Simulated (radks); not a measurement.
Results of a calculation; reference values are marked as such.
He, configuration 1s1 7p1 (not the ground configuration).

Code: a radial shooting solver on a logarithmic mesh with Libxc functionals. Model: non-relativistic Kohn-Sham, LDA (Slater exchange, Perdew-Wang correlation), spin-unpolarised, spherical densities, point nucleus.

Energy parts (hartree):
total: -1.87412
kinetic: 1.84087
electron-nucleus: -3.86887
Hartree: 0.62200
exchange-correlation: -0.46812

Orbitals (lengths in bohr, moments of r in powers of bohr; <r^-3> diverges for s and p1/2):
| orbital | occ. | eigenvalue (hartree) | <r^-3> | <r^4> | <r^2> | <r> |
|---|---|---|---|---|---|---|
| 1s | 1 | -1.38809 | - | 1.886 | 0.8530 | 0.7955 |
| 7p | 1 | -0.00899 | 0.002198 | 2.737e+07 | 4627 | 64.34 |

The highest occupied level is 7p at -0.245 eV. Summed over all electrons, <r^2> = 4627 bohr^2, which gives a Langevin (diamagnetic) susceptibility term of -3.66e+03 x 10^-6 cm^3/mol. The electron density at the nucleus is 2.334 e/bohr^3. The density falls to 0.001 e/bohr^3 at r = 2.06 bohr.
